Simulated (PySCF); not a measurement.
# From computed data to an observable: chemical shift, span and skew from a shielding tensor

C₂H₉BN₂O, SMILES CCNB(N)O. Atoms are numbered in the order given.

```xyz
15

C     -2.1606    -0.8485    -0.3961
C     -1.3066     0.3352    -0.8354
N     -0.3414     0.7654     0.1439
B      0.9477     0.1779     0.3396
N      1.4281    -0.8647    -0.4925
O      1.7911     0.6093     1.3457
H     -1.5250    -1.7148    -0.1557
H     -2.7381    -0.6014     0.5089
H     -2.8734    -1.1477    -1.1813
H     -0.7695     0.0788    -1.7651
H     -1.9613     1.1814    -1.1084
H     -0.7232     1.3584     0.8694
H      2.3684    -1.2154    -0.3879
H      0.8940    -1.3098    -1.2213
H      1.4562     1.3806     1.8071
```
Charge 0, spin multiplicity 1.

Geometry optimised at PBE0-D3(BJ)/def2-SVP. The structure was generated by enumeration, and PubChem lists no compound with its InChIKey, so it may never have been made. Other conformers were not sampled.

GIAO shieldings from PBE/pcSseg-1 in PySCF, non-relativistic, no solvent. The symmetric part of the tensor of C1 has the principal values 138.9, 157.7, 180.4 ppm. The same nucleus in TMS has σ = 182.0 ppm at this level (PySCF, at its B3LYP-D3(BJ)/def2-TZVP geometry).

Q: Work out the isotropic shielding, the ¹³C shift against TMS, the span and the skew.

A: 
σ(iso) = (σ11 + σ22 + σ33)/3 = 159.0 ppm. δ = σ(ref) − σ(iso) = 182.0 − (159.0) = 23.0 ppm.
Span Ω = σ33 − σ11 = 41.5 ppm. Skew κ = 3(σ(iso) − σ22)/Ω = 0.09. Tumbling in solution averages the tensor to δ; in a static solid the shielding alone would spread this spin-1/2 line over Ω.
